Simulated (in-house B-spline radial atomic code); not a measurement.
Checks on a self-consistent run for Tm⁺, [Xe] 4f13 9g1. Level of theory: Dirac-Hartree-Fock, average of configuration, Fermi nucleus of rms radius 5.2256 fm; calculated with an all-electron radial atomic-structure program (B-spline basis).

```csv
orbital,q,ε (Eh),<1/r>,<r²>,small-component weight
1s1/2,2,-2196.23062,79.0657,0.000548421,0.066858
2s1/2,2,-375.58768,19.0702,0.00844572,0.014992
2p1/2,2,-357.16664,18.9991,0.00610393,0.015004
2p3/2,4,-321.05874,16.4114,0.00731419,0.013745
3s1/2,2,-86.81505,7.00074,0.0554046,0.0048725
3p1/2,2,-78.72836,6.90294,0.0513553,0.0047992
3p3/2,4,-70.96827,6.24466,0.0580481,0.0044496
3d3/2,4,-57.36601,6.11316,0.0457444,0.0043063
3d5/2,6,-55.68781,5.95291,0.0476,0.0042059
4s1/2,2,-18.49364,2.89938,0.280616,0.0015346
4p1/2,2,-15.19411,2.78679,0.293742,0.0014492
4p3/2,4,-13.42814,2.57107,0.329461,0.0013299
4d3/2,4,-7.98251,2.34151,0.374135,0.0011396
4d5/2,6,-7.65291,2.28526,0.389089,0.0011034
5s1/2,2,-2.86834,1.05078,1.78163,0.00028514
5p1/2,2,-1.87865,0.929455,2.25171,0.00022818
5p3/2,4,-1.65537,0.853453,2.60343,0.00019692
4f5/2,5.5714,-1.02581,1.73243,0.762393,0.00068519
4f7/2,7.4286,-0.97381,1.70219,0.801581,0.00066639
9g7/2,0.44444,-0.02469,0.0246991,3502.61,6.5783e-07
9g9/2,0.55556,-0.02469,0.0246996,3502.57,6.5786e-07
```

Electron-electron repulsion V_ee = 5024.9387 hartree.

Task: What total energy follows from the eigenvalues?

Result: The eigenvalues count the repulsion twice, so E = Σqε - V_ee = -8548.781 - 5024.939 = -13573.719 hartree; the run printed -13573.719.

Task: Does the Dirac virial theorem hold?

Result: For a point nucleus E = -2c²Σq·w, with w the small-component weight. Here Σq·w = 0.36134 and c = 137.0360, so the ratio E/(-2c²Σq·w) is 1.000186; the finite nucleus accounts for the departure from 1.

Task: What diamagnetic shielding (Lamb formula) and susceptibility (Langevin formula) do the radii give?

Result: σ = (α²/3)Σq<1/r> = 487.302/(3·137.036²) = 8649.8 ppm, and χ = -0.79199×10⁻⁶·Σq<r²> = -2802×10⁻⁶ cm³/mol with Σq<r²> = 3538.5 bohr². Both are non-relativistic formulas without the paramagnetism of open shells; for so heavy an element the full relativistic shielding is larger by tens of per cent.
